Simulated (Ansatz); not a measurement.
Calculated with Ansatz (gas phase, PBE0-D4/def2-TZVP geometries, no zero-point term in ΔE). CCSD(T)/CBS adds triple-zeta CCSD(T) − MP2 to the extrapolated MP2 energy (def2 sets, frozen cores). This one scheme is used for every species. Each species was taken in one conformer, which may not be the lowest.

Reaction (hydrogenolysis of a B–F bond): `CB(F)[SiH2]O` + H₂ → `CB[SiH2]O` + H–F

```tsv
species	CCSD/def2-TZVPP energy (Eh)
`CB(F)[SiH2]O`	-530.41956
H₂	-1.17233
`CB[SiH2]O`	-431.20774
H–F	-100.33828
```

Question: Work out ΔE.

Answer: ΔE = (-431.20774) + (-100.33828) − (-530.41956) − (-1.17233) = 0.04587 Eh = +1.25 eV. CCSD(T)/CBS gives +1.25 eV.

Largest T1 diagnostic among the species: 0.013.

In def2-TZVPP, CCSD(T) changes the Hartree–Fock value by +0.03 eV (the triples alone add +0.03 eV) and MP2 by +0.05 eV. From PBE to PBE0 (25 % exact exchange), in def2-TZVPP and without D4, ΔE moves by −0.05 eV.
